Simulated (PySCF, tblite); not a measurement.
Isomers of C6H8O2Si. Method: GFN2-xTB as coded in tblite; computed harmonic values from a numerical Hessian at the method's own geometry, unscaled. The method is semi-empirical: single wavenumbers can be off by several per cent or more. Modes of hydrogen on silicon can be 10 to 20 % off. One conformer each.

Electronic energies: PBE0/pcSseg-1 single points on the GFN2-xTB geometries (PySCF, gas phase).

```json
{"SMILES": "COC(=O)C1=CC=C[SiH2]1", "electronic energy, lowest = 0 (kcal/mol)": "0.0"}
{"SMILES": "C#CC(=O)O[Si@@H](C)C=C", "electronic energy, lowest = 0 (kcal/mol)": "10.2"}
{"SMILES": "CC[Si@H]1C(=O)C=C1C=O", "electronic energy, lowest = 0 (kcal/mol)": "19.0"}
```

Task: How do GFN2-xTB zero-point energies change the relative energies?

Result: 
```json
{"SMILES": "COC(=O)C1=CC=C[SiH2]1", "ZPE (kcal/mol)": "75.4", "of it from modes above 1550 cm⁻¹": "37.3", "electronic (kcal/mol)": "0.0", "with ZPE, lowest = 0 (kcal/mol)": "0.0", "lowest mode (cm⁻¹)": "15", "rings": "1"}
{"SMILES": "C#CC(=O)O[Si@@H](C)C=C", "ZPE (kcal/mol)": "74.4", "of it from modes above 1550 cm⁻¹": "42.4", "electronic (kcal/mol)": "10.2", "with ZPE, lowest = 0 (kcal/mol)": "9.3", "lowest mode (cm⁻¹)": "21", "rings": "0"}
{"SMILES": "CC[Si@H]1C(=O)C=C1C=O", "ZPE (kcal/mol)": "75.9", "of it from modes above 1550 cm⁻¹": "40.3", "electronic (kcal/mol)": "19.0", "with ZPE, lowest = 0 (kcal/mol)": "19.5", "lowest mode (cm⁻¹)": "26", "rings": "1"}
```

The zero-point energies span 1.5 kcal/mol, from `C#CC(=O)O[Si@@H](C)C=C` to `CC[Si@H]1C(=O)C=C1C=O`. The order is unchanged.

Task: And how do the electronic energies of GFN2-xTB itself compare?

Result: `COC(=O)C1=CC=C[SiH2]1` 0.0; `C#CC(=O)O[Si@@H](C)C=C` 11.9; `CC[Si@H]1C(=O)C=C1C=O` 39.0 kcal/mol, lowest = 0. Against the energies above, taken from the same isomer `COC(=O)C1=CC=C[SiH2]1`, the largest difference is 20.0 kcal/mol.
